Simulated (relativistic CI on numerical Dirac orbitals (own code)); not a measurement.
Os²¹⁺: computed level list

Computed by Dirac-Coulomb-Breit CI, orbitals from a KLI potential per configuration, a model potential for QED, unscaled Slater integrals (own radial code, finite nucleus).

Configurations in the expansion (outside the closed core [Ar] 3d10 4d10): 4s2.4p6.4f9, 4s2.4p6.4f8.5s, 4s2.4p6.4f7.5s2, 4s2.4p5.4f10, 4s2.4p6.4f8.6s, 4s.4p6.4f10, 4p6.4f11. Levels of other configurations are missing.

The lowest level is 4s2.4p6.4f9 6H°_15/2, with 81 % of that term; Hund's rules for 4s2.4p6.4f9 give 6H° with J = 15/2, in agreement.

```
No.  Configuration  Term     J  E (cm⁻¹)    %  Landé g   jj configuration (%)
  1    4s2.4p6.4f9   6H°  15/2       0.0   81    1.302           4f7/2^3 (49)
  2    4s2.4p6.4f9   6H°  13/2   16058.6   89    1.262   4f5/2^5 4f7/2^4 (65)
  3    4s2.4p6.4f9   6F°  11/2   20242.1   41    1.309           4f7/2^3 (41)
  4    4s2.4p6.4f9   6F°   9/2   22225.0   41    1.319           4f7/2^3 (57)
  5    4s2.4p6.4f9   6H°  11/2   26493.5   45    1.312   4f5/2^5 4f7/2^4 (53)
  6    4s2.4p6.4f9   6H°   9/2   30443.5   63    1.141   4f5/2^5 4f7/2^4 (55)
  7    4s2.4p6.4f9   6F°   7/2   34045.8   40    1.137   4f5/2^5 4f7/2^4 (66)
  8    4s2.4p6.4f9   6H°   7/2   35798.7   43    1.080   4f5/2^4 4f7/2^5 (50)
  9    4s2.4p6.4f9   6H°   5/2   38866.7   66    0.457   4f5/2^4 4f7/2^5 (40)
 10    4s2.4p6.4f9   6F°   3/2   39044.6   51    1.123           4f7/2^3 (50)
 11    4s2.4p6.4f9   6F°   5/2   41046.4   72    1.217   4f5/2^5 4f7/2^4 (49)
 12    4s2.4p6.4f9   2K°  15/2   43712.0   24    1.096           4f7/2^3 (47)
 13    4s2.4p6.4f9   6F°   1/2   44264.5   69   -0.411   4f5/2^5 4f7/2^4 (62)
 14    4s2.4p6.4f9   6F°   9/2   53165.9   33    1.275   4f5/2^4 4f7/2^5 (56)
 15    4s2.4p6.4f9   4M°  21/2   54332.3   83    1.123   4f5/2^5 4f7/2^4 (79)
 16    4s2.4p6.4f9   4K°  17/2   54499.6   48    1.103   4f5/2^5 4f7/2^4 (97)
 17    4s2.4p6.4f9   4G°  11/2   55825.9   65    1.238   4f5/2^4 4f7/2^5 (48)
 18    4s2.4p6.4f9   4L°  19/2   57254.5   50    1.105   4f5/2^5 4f7/2^4 (83)
 19    4s2.4p6.4f9   4I°  13/2   60593.4   45    1.057   4f5/2^5 4f7/2^4 (67)
 20    4s2.4p6.4f9   6F°   3/2   62270.8   34    1.360           4f7/2^3 (32)
 21    4s2.4p6.4f9   4F°   7/2   64753.0   30    1.250   4f5/2^5 4f7/2^4 (42)
 22    4s2.4p6.4f9   4P°   5/2   65587.6   40    1.478   4f5/2^5 4f7/2^4 (42)
 23    4s2.4p6.4f9   4I°  11/2   67082.9   49    0.991   4f5/2^5 4f7/2^4 (44)
 24    4s2.4p6.4f9   4M°  15/2   69272.0   42    0.978   4f5/2^4 4f7/2^5 (70)
 25    4s2.4p6.4f9   4I°   9/2   71732.2   26    0.993   4f5/2^5 4f7/2^4 (55)
 26    4s2.4p6.4f9   4K°  15/2   73794.7   44    1.070   4f5/2^5 4f7/2^4 (51)
 27    4s2.4p6.4f9   4I°   9/2   74252.9   43    0.913   4f5/2^5 4f7/2^4 (50)
 28    4s2.4p6.4f9   4M°  17/2   75022.3   59    1.044   4f5/2^4 4f7/2^5 (93)
 29    4s2.4p6.4f9   4D°   5/2   76379.9   48    1.234   4f5/2^4 4f7/2^5 (58)
 30    4s2.4p6.4f9   2F°   7/2   76876.2   36    1.262   4f5/2^4 4f7/2^5 (43)
 31    4s2.4p6.4f9   4M°  19/2   77228.5   58    1.092   4f5/2^4 4f7/2^5 (86)
 32    4s2.4p6.4f9   4G°   7/2   77555.8   33    1.130   4f5/2^5 4f7/2^4 (56)
 33    4s2.4p6.4f9   2D°   3/2   78566.8   26    1.306   4f5/2^5 4f7/2^4 (67)
 34    4s2.4p6.4f9   4H°  13/2   79349.8   58    1.168   4f5/2^5 4f7/2^4 (52)
 35    4s2.4p6.4f9   4G°   5/2   80427.8   32    0.940   4f5/2^5 4f7/2^4 (49)
 36    4s2.4p6.4f9   4H°  11/2   81207.1   50    1.117   4f5/2^4 4f7/2^5 (49)
 37    4s2.4p6.4f9   4P°   1/2   81699.4   48    1.248   4f5/2^4 4f7/2^5 (43)
 38    4s2.4p6.4f9   4L°  17/2   83985.2   57    1.063   4f5/2^4 4f7/2^5 (63)
 39    4s2.4p6.4f9   4G°  11/2   85190.0   45    1.160   4f5/2^4 4f7/2^5 (50)
 40    4s2.4p6.4f9   4K°  13/2   85324.5   36    0.994   4f5/2^4 4f7/2^5 (71)
 41    4s2.4p6.4f9   6P°   7/2   85330.1   39    1.274   4f5/2^5 4f7/2^4 (44)
 42    4s2.4p6.4f9   4F°   5/2   86354.1   39    0.999   4f5/2^5 4f7/2^4 (45)
 43    4s2.4p6.4f9   4F°   3/2   86735.4   60    0.765   4f5/2^5 4f7/2^4 (68)
 44    4s2.4p6.4f9   4G°   9/2   89812.2   64    1.154   4f5/2^3 4f7/2^6 (59)
 45    4s2.4p6.4f9   4L°  13/2   90100.5   36    0.919   4f5/2^5 4f7/2^4 (40)
 46    4s2.4p6.4f9   4F°   3/2   91695.0   49    1.017   4f5/2^4 4f7/2^5 (69)
 47    4s2.4p6.4f9   4G°   9/2   92039.8   42    1.056   4f5/2^4 4f7/2^5 (52)
 48    4s2.4p6.4f9   4K°  11/2   94391.1   63    0.844   4f5/2^4 4f7/2^5 (58)
 49    4s2.4p6.4f9   4K°  15/2   94643.0   26    1.009   4f5/2^4 4f7/2^5 (53)
 50    4s2.4p6.4f9   2N°  21/2   95741.0   54    1.031   4f5/2^4 4f7/2^5 (72)
 51    4s2.4p6.4f9   4H°   7/2   95984.5   59    0.801   4f5/2^4 4f7/2^5 (58)
 52    4s2.4p6.4f9   2M°  19/2   96133.4   54    1.032   4f5/2^4 4f7/2^5 (89)
 53    4s2.4p6.4f9   4I°  15/2   96306.4   45    1.085   4f5/2^4 4f7/2^5 (69)
 54    4s2.4p6.4f9   4F°   9/2   96507.5   29    1.050   4f5/2^4 4f7/2^5 (48)
 55    4s2.4p6.4f9   4F°   5/2   96701.1   36    1.100   4f5/2^3 4f7/2^6 (59)
 56    4s2.4p6.4f9   4D°   7/2   97143.3   34    1.282   4f5/2^4 4f7/2^5 (43)
 57    4s2.4p6.4f9   4M°  15/2   99407.4   27    1.002   4f5/2^3 4f7/2^6 (73)
 58    4s2.4p6.4f9   4I°  13/2   99991.6   58    1.087   4f5/2^5 4f7/2^4 (51)
 59    4s2.4p6.4f9   4F°   5/2  100295.5   51    0.964   4f5/2^4 4f7/2^5 (61)
 60    4s2.4p6.4f9   4P°   1/2  102064.8   48    1.247   4f5/2^3 4f7/2^6 (47)
 61    4s2.4p6.4f9   4F°   7/2  102607.4   57    1.175   4f5/2^4 4f7/2^5 (69)
 62    4s2.4p6.4f9   2L°  17/2  103132.6   51    1.037   4f5/2^3 4f7/2^6 (51)
 63    4s2.4p6.4f9   4D°   3/2  106852.7   25    1.418   4f5/2^3 4f7/2^6 (63)
 64    4s2.4p6.4f9   4I°  11/2  107608.5   37    1.009   4f5/2^4 4f7/2^5 (42)
 65    4s2.4p6.4f9   4G°   5/2  108025.3   28    1.172   4f5/2^3 4f7/2^6 (48)
 66    4s2.4p6.4f9   4I°   9/2  108145.3   39    0.954   4f5/2^4 4f7/2^5 (62)
 67    4s2.4p6.4f9   4I°  11/2  109533.5   26    1.072   4f5/2^4 4f7/2^5 (43)
 68    4s2.4p6.4f9   2O°  23/2  110951.4  100    1.041  4f5/2^4 4f7/2^5 (100)
 69    4s2.4p6.4f9   2G°   9/2  112965.4   34    1.085   4f5/2^4 4f7/2^5 (52)
 70    4s2.4p6.4f9   2K°  13/2  114264.8   32    0.954   4f5/2^3 4f7/2^6 (48)
```

Energies count from the lowest computed level; ° marks odd parity. Filled j subshells are mostly left out of the jj labels.

The mean weight of the leading LS term, summed over parents, in these 70 levels is 47 %, and that of the leading jj configuration (from the same eigenvectors) 57 %, so jj coupling describes them better and the LS labels are nominal.

At this charge energies of transitions that change n are usually good to better than 1 %, and those within a shell (Δn = 0) to a few per cent. Terms inside the open d or f shell come out 10 to 20 % too wide with unscaled integrals.

LS names give the leading component of a level, which can be under half, so a name can repeat, a term be missing and a line seem to break the LS rules.
